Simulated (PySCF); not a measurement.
GeI, SMILES [Ge][I] (connectivity only; charge and spin as stated), charge +1, multiplicity 1. Heavy atoms are numbered as in [Ge:1][I:2].

Geometry: B3LYP-D3(BJ)/def2-TZVP. The spin state was assumed, not searched. The def2 effective core potentials stand for the cores of I; spin–orbit coupling is left out.

Method: PySCF with HF/def2-TZVPD.

Mulliken values depend strongly on the basis, most of all with diffuse functions as here. ESP charges are fitted to the potential on shells at 1.4 to 2.0 van der Waals radii. Atomic charges (e), one atom of each kind:

```csv
atom,Mulliken,ESP fit
Ge1,0.78,…
I2,0.22,…
```

Q: Some entries are withheld; supply them. (The exact figures need the calculation; the answer reports its results.)

A: 
- Ge1, ESP fit: 0.75
- I2, ESP fit: 0.25
